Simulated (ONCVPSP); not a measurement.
## sulfur, ONCV: configuration errors across variants

```
Element                 : S
Generator               : ONCVPSP 4.0.1
Type                    : optimised norm-conserving Vanderbilt (ONCV)
Functional              : LDA (Perdew-Wang 92)
Relativity              : scalar-relativistic
Frozen core             : [He]
Valence charge          : 14
Reference configuration : 2s2 2p6 3s2 3p2 (charge +2)
Partial waves           : 2s+3s: rc 0.85 bohr, ncon 3, nbas 6, qcut 18.6 1/bohr, 3 projectors, debl 2.3 Ha; 2p+3p: rc 0.80 bohr, ncon 4, nbas 8, qcut 17 1/bohr, 2 projectors; d scattering state at 0.02 Ha: rc 0.80 bohr, ncon 3, nbas 7, qcut 13.7 1/bohr, local
Local potential         : the d channel
Core correction         : polynomial model core, fcfact 0.3
```

All-electron excitation energies from the reference (eV): (1) 2s2 2p6 3s2 3p4 -34.228; (2) 2s2 2p6 3s2 3p3 -22.370; (3) 2s2 2p6 3s2 3p1 34.155; (4) 2s2 2p6 3s0 3p6 -13.617.

Errors AE − PS in meV (a dash: test not solved or not reliable):

| change | (1) | (2) | (3) | (4) | bound ghosts | GHOST(+) flags above zero |
| --- | --- | --- | --- | --- | --- | --- |
| base | +2.9 | +1.3 | +2.0 | +11 | none | none |
| all radii but the core radius scaled by about 0.82 (s 0.70, p 0.66, d 0.66 bohr) | +1.9 | +0.8 | +1.7 | +11 | none | none |
| all radii but the core radius scaled by about 0.90 (s 0.76, p 0.72, d 0.72 bohr) | +2.3 | +1.0 | +1.9 | +11 | none | none |
| all radii but the core radius scaled by about 0.96 (s 0.82, p 0.76, d 0.76 bohr) | +2.6 | +1.2 | +2.0 | +11 | none | none |
| all radii but the core radius scaled by about 1.09 (s 0.92, p 0.88, d 0.88 bohr) | +3.5 | +1.7 | +1.9 | +11 | none | none |
| all radii but the core radius scaled by about 1.13 (s 0.96, p 0.90, d 0.90 bohr) | +3.7 | +1.7 | +1.9 | +11 | none | none |
| all radii but the core radius scaled by about 1.22 (s 1.04, p 0.98, d 0.98 bohr) | +4.2 | +2.0 | +1.7 | +10 | none | none |
| all radii but the core radius scaled by about 1.25 (s 1.06, p 1.00, d 1.00 bohr) | +4.4 | +2.1 | +1.7 | +10.0 | none | none |
| all radii but the core radius scaled by about 1.31 (s 1.12, p 1.04, d 1.04 bohr) | +4.6 | +2.2 | +1.6 | +9.6 | none | none |

Task: Give the same row for: all radii but the core radius scaled by about 0.78 (s 0.66, p 0.62, d 0.62 bohr).

Result: +1.7, +0.7, +1.6, +11; bound ghosts: none; GHOST(+) flags above zero: none.
